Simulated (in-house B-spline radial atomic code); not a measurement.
# Binding energies in V VIII (V7+)

NIST's tabulated ground configuration is [Ne] 3s2 3p4; each binding energy is the energy of the ion with one electron taken from that subshell, relaxed, less that of the parent. Computed with an all-electron radial atomic-structure program (B-spline basis): Dirac-Hartree-Fock, average of configuration, Fermi nucleus of rms radius 3.6002 fm. Energies include first-order Breit, QED and recoil terms.

| subshell | X-ray name | binding energy (eV) | -ε (eV) | relaxation (eV) |
| --- | --- | --- | --- | --- |
| 1s | K | 5630.7 | 5666.4 | 28.0 |
| 2s | L1 | 792.1 | 799.4 | 6.8 |
| 3s | M1 | 206.3 | 207.1 | 0.8 |
| 3p | M2,3 | 175 | 175.8 | 0.7 |

Relaxation = -ε minus the binding energy without Breit, QED and recoil terms.

Q: What does it cost to remove both a 1s and a 3p electron?

A: 5841.7 eV, which is 35.97 eV more than the two single binding energies together.

Q: What does it cost to remove two 3p electrons?

A: 375.38 eV, which is 25.35 eV more than the two single binding energies together.

Q: What does it cost to remove both a 2s and a 3p electron?

A: 999.68 eV, which is 32.61 eV more than the two single binding energies together.
